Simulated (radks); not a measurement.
All-electron atom: Lu11+ in [Kr] 4d10 4f12 5s2. Method: non-relativistic Kohn-Sham, PBE, spin-polarised, spherical densities, point nucleus; open shells are filled with parallel spins first (spin-orbit coupling, left out, can overturn this in heavy ions); relativity is left out, which matters for an element this heavy; computed with a radial shooting solver on a logarithmic mesh with Libxc functionals.

Normalised radial functions P(r) = r R(r), r in bohr:

r,4p down,4f down
0.003104,0.0158,0.0000
0.004074,0.0264,0.0000
0.005348,0.0434,0.0000
0.007019,0.0704,0.0000
0.00914,0.1105,0.0000
0.012,0.1715,0.0001
0.01575,0.2571,0.0003
0.0205,0.3645,0.0009
0.02691,0.4901,0.0023
0.03533,0.6009,0.0060
0.04637,0.6383,0.0150
0.06038,0.5282,0.0347
0.07925,0.2008,0.0779
0.104,-0.3122,0.1628
0.1355,-0.7899,0.3068
0.1778,-0.9115,0.5331
0.2334,-0.3932,0.8224
0.3063,0.5975,1.1078
0.3989,1.4207,1.2826
0.5236,1.5847,1.2732
0.6872,1.1143,1.0723
0.8948,0.5294,0.7679
1.175,0.1556,0.4406
1.542,0.0259,0.1886
2.024,0.0021,0.0538
2.635,0.0001,0.0093
3.459,0.0000,0.0007

4p down: eigenvalue -532.06 eV, 2 radial nodes at r = 0.0889, 0.262 bohr, <r> = 0.523 bohr, 90 % of the charge inside 0.759 bohr. 4f down: eigenvalue -208.99 eV, 0 radial nodes, <r> = 0.606 bohr, 90 % of the charge inside 0.980 bohr.
